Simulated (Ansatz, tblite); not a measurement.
Isomers of HfS2⁺ (doublet), found by a short tight-binding search and relaxed with PBE-D4/def2-TZVP in Ansatz.

In the def2 sets Hf takes a core potential; there is no spin–orbit coupling. The xTB rows come from tblite. LC-ωPBE has ω = 0.4 bohr⁻¹. Correlated methods freeze 10 core orbitals; core or outer-core shells of Hf are correlated, in sets that lack core-valence functions.

Run but left out: MP2/def2-TZVPP (A: ⟨S²⟩ 1.00, where a pure state has 0.75).

A: At CCSD(T)/def2-TZVPP, LC-ωPBE/def2-TZVP, PBE-QIDH/def2-TZVP the charge 1 doublet is spin-contaminated (final ⟨S²⟩ up to 1.00, 0.75 for a pure state).

Other spin states were run for one of them alone.

A:

```xyz
3

Hf    1.007    0.177   -0.257
S    -0.119   -0.066    1.653
S    -0.888   -0.111   -1.396
```

B:

Cartesian coordinates in Å:
```
Hf -0.4030 0.3485 -1.2596
S -0.7986 -0.0694 0.9788
S 1.2016 -0.2791 0.2808
```

Question: Estimate their order by electronic energy at PBE0-D4/def2-TZVP, counted from the lowest.

Answer: B (0.0) < A (1.2), in kJ/mol. Gaps under about 2 kJ/mol are ties within the noise of geometry and basis.

Question: Do the other levels pick the same lowest one?

Answer: Not GFN1-xTB, GFN2-xTB, PBE-D4/def2-TZVP, r2SCAN-D4/def2-TZVP, CCSD/def2-TZVPP, CCSD(T)/def2-TZVPP. Energies above each level's lowest (kJ/mol):

```tsv
level	A	B
GFN1-xTB	0.0	46.4
GFN2-xTB	0.0	86.3
HF/def2-TZVPP	5.6	0.0
PBE-D4/def2-TZVP	0.0	10.2
r2SCAN-D4/def2-TZVP	0.0	6.3
PBE0-D4/def2-TZVP	1.2	0.0
LC-ωPBE/def2-TZVP	17.9	0.0
PBE-QIDH/def2-TZVP	6.1	0.0
CCSD/def2-TZVPP	0.0	5.2
CCSD(T)/def2-TZVPP	0.0	10.6
```
Point groups (tolerance 0.1 Å): A C2v, B C2v. Lower isomers may exist.
